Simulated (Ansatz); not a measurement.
Relaxation of C2H6AlNS (11 atoms, charge 0, multiplicity 1), to a largest force component of 0.02 eV/Å in at most 40 steps.

Computed with UKS PBE0/STO-3G (Ansatz).

```xyz
11
Properties=species:S:1:pos:R:3
C -0.984 -0.103 0.983
C 0.407 0.150 0.617
N 1.291 0.135 1.507
Al 1.028 0.350 -1.274
S -0.612 0.287 -2.925
H -1.690 0.446 0.221
H -1.230 0.382 1.971
H -1.213 -1.129 0.986
H 1.099 0.021 2.560
H 2.499 0.508 -1.621
H -0.529 -1.104 -3.005
```

Where does it end, and by what steps?

It converged. Limits of this set-up: minimal basis. After 22 steps the energy has fallen by 1.614 eV; H11 moved furthest, 1.15 Å.

```json
{"step": "0", "energy less start (eV)": "0.0000", "largest force component (eV/Å)": "5.720", "accepted": "yes"}
{"step": "1", "energy less start (eV)": "-1.0705", "largest force component (eV/Å)": "1.551", "accepted": "yes"}
{"step": "2", "energy less start (eV)": "-1.0187", "largest force component (eV/Å)": "1.472", "accepted": "no"}
{"step": "3", "energy less start (eV)": "-1.1620", "largest force component (eV/Å)": "0.652", "accepted": "yes"}
{"step": "4", "energy less start (eV)": "-1.2075", "largest force component (eV/Å)": "0.325", "accepted": "yes"}
{"step": "5", "energy less start (eV)": "-1.2525", "largest force component (eV/Å)": "0.795", "accepted": "yes"}
{"step": "6", "energy less start (eV)": "-1.3153", "largest force component (eV/Å)": "1.473", "accepted": "yes"}
{"step": "7", "energy less start (eV)": "-1.3851", "largest force component (eV/Å)": "1.202", "accepted": "yes"}
{"step": "8", "energy less start (eV)": "-1.4855", "largest force component (eV/Å)": "0.799", "accepted": "yes"}
{"step": "9", "energy less start (eV)": "-1.5487", "largest force component (eV/Å)": "0.394", "accepted": "yes"}
{"step": "10", "energy less start (eV)": "-1.5804", "largest force component (eV/Å)": "0.320", "accepted": "yes"}
{"step": "11", "energy less start (eV)": "-1.6020", "largest force component (eV/Å)": "0.225", "accepted": "yes"}
{"step": "12", "energy less start (eV)": "-1.5892", "largest force component (eV/Å)": "0.468", "accepted": "no"}
{"step": "13", "energy less start (eV)": "-1.6079", "largest force component (eV/Å)": "0.080", "accepted": "yes"}
{"step": "14", "energy less start (eV)": "-1.6119", "largest force component (eV/Å)": "0.053", "accepted": "yes"}
{"step": "15", "energy less start (eV)": "-1.6112", "largest force component (eV/Å)": "0.330", "accepted": "no"}
{"step": "16", "energy less start (eV)": "-1.6130", "largest force component (eV/Å)": "0.043", "accepted": "yes"}
{"step": "17", "energy less start (eV)": "-1.6137", "largest force component (eV/Å)": "0.059", "accepted": "yes"}
{"step": "18", "energy less start (eV)": "-1.6138", "largest force component (eV/Å)": "0.056", "accepted": "yes"}
{"step": "19", "energy less start (eV)": "-1.6132", "largest force component (eV/Å)": "0.078", "accepted": "no"}
{"step": "20", "energy less start (eV)": "-1.6141", "largest force component (eV/Å)": "0.068", "accepted": "yes"}
{"step": "21", "energy less start (eV)": "-1.6141", "largest force component (eV/Å)": "0.044", "accepted": "yes"}
{"step": "22", "energy less start (eV)": "-1.6142", "largest force component (eV/Å)": "0.004", "accepted": "yes"}
```

```xyz
11
Properties=species:S:1:pos:R:3
C -1.005 -0.107 0.839
C 0.481 0.134 0.502
N 1.403 0.242 1.433
Al 1.138 0.278 -1.300
S -0.080 -0.335 -2.887
H -1.639 0.696 0.433
H -1.164 -0.152 1.927
H -1.360 -1.053 0.403
H 0.917 0.132 2.390
H 2.498 0.815 -1.607
H -1.124 -0.706 -2.112
```

Run time: 4.1 min on 1 CPU thread of a shared host.
